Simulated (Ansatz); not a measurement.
A nudged elastic band was laid between two geometries of a periodic cell of 17 atoms, AlSi16 (host Si, host structure diamond, interstitial Al).

The calculation used Ansatz 0.2.0, DFT PBE-D3(BJ), scalar-relativistic, plane waves, PAW. Settings: PAW set soft_1, cutoff 420 eV, k mesh 2x2x2, gaussian smearing 0.05 eV, spin collinear.

```json
{
  "movable images": "5",
  "climbing image": "yes",
  "spring": "2.0 eV/Å²",
  "optimiser": "quadratic models (default)",
  "start path": "IDPP",
  "force threshold": "0.05 eV/Å",
  "iteration limit": "48",
  "end points": "relaxed"
}
```

Image 0:

```xyz
17
Lattice="0.0000 5.4300 5.4300 5.4300 0.0000 5.4300 5.4300 5.4300 0.0000" Properties=species:S:1:pos:R:3
Si 0.033 -0.041 -0.038
Si 1.377 1.303 1.306
Si 2.749 2.674 -0.023
Si 4.119 4.046 1.306
Si 2.749 -0.025 2.676
Si 4.119 1.303 4.048
Si 5.448 2.674 2.676
Si 6.773 4.080 4.082
Si 0.049 2.675 2.677
Si 1.377 4.046 4.048
Si 2.748 5.374 2.677
Si 4.154 6.699 4.081
Si 2.748 2.675 5.376
Si 4.154 4.079 6.701
Si 5.463 5.389 5.392
Si 6.773 6.699 6.701
Al 8.178 8.104 8.106
```

Image 6:

```xyz
17
Lattice="0.0000 5.4300 5.4300 5.4300 0.0000 5.4300 5.4300 5.4300 0.0000" Properties=species:S:1:pos:R:3
Si 0.089 -0.084 -0.013
Si 1.414 1.321 1.391
Si 2.742 2.692 0.021
Si 4.113 4.020 1.391
Si 2.742 -0.050 2.763
Si 4.114 1.321 4.091
Si 5.485 2.693 2.763
Si 6.829 4.036 4.107
Si 0.089 2.726 2.797
Si 1.399 4.036 4.107
Si 2.709 5.346 2.797
Si 4.113 6.751 4.122
Si 2.708 2.726 5.417
Si 4.114 4.052 6.822
Si 5.485 5.380 5.450
Si 6.813 6.751 6.822
Al 9.544 6.751 6.822
```

Q: Which bonds break or form, and what moves?

A: Contacts lost: Si8–Al17. Contacts made: Si1–Al17. The atom that moves furthest is Al17, by 2.31 Å.

Q: What energy profile does the band end with?

A: It converged. The highest image is number 3 of 0 to 6, 0.77 eV above the ends, which have the same energy within 2 meV. By the program's own check the climbing image is of a kind that is not told: the force calls were inconclusive, a negative curvature could not be distinguished from the path's own, the only one lies far off the path, or fixed occupations may fill a level only in part (lowest curvatures found: -3.60 and 0.61 eV/Å²). Limits of this set-up: coarse k mesh.

```tsv
image	path coordinate (Å)	energy (eV)	Si8–Al17 (Å)	Si1–Al17 (Å)
0	0.00	0.00	2.43	4.70
1	0.52	0.11	2.48	4.27
2	1.04	0.43	2.66	3.74
3	1.56	0.77	3.15	3.15
4	2.08	0.43	3.74	2.66
5	2.60	0.11	4.27	2.48
6	3.12	0.00	4.70	2.43
```

Q: What is the geometry of the highest image?

A: 
```xyz
17
Lattice="0.0000 5.4300 5.4300 5.4300 0.0000 5.4300 5.4300 5.4300 0.0000" Properties=species:S:1:pos:R:3:forces:R:3
Si -0.182 0.179 0.216 0.01 -0.01 -0.01
Si 1.406 1.384 1.420 0.00 0.00 0.00
Si 2.821 2.612 0.009 0.00 -0.01 0.00
Si 4.045 4.024 1.424 0.00 0.00 0.00
Si 2.819 -0.027 2.649 0.00 0.00 -0.01
Si 4.045 1.388 4.060 0.00 0.00 0.00
Si 5.458 2.610 2.646 0.00 0.00 0.00
Si 7.043 3.815 3.853 -0.01 0.01 0.01
Si 0.150 2.784 2.818 0.02 0.00 0.01
Si 1.176 4.245 4.283 0.00 0.00 0.00
Si 2.646 5.273 2.828 -0.01 0.01 -0.01
Si 4.224 6.645 4.186 -0.02 -0.02 0.01
Si 2.648 2.792 5.311 -0.02 -0.02 0.00
Si 4.221 4.148 6.682 -0.01 0.02 -0.02
Si 5.679 5.175 5.214 -0.01 0.00 0.00
Si 6.705 6.640 6.673 0.01 0.00 0.00
Al 8.854 7.422 7.462 0.02 0.01 0.01
```

The band took 5 iterations and of the order of 7 core-minutes.

Time of the run: 4.6 min on 2 threads of Arm Neoverse V1, with other jobs on the host, peak memory 1.5 GiB.
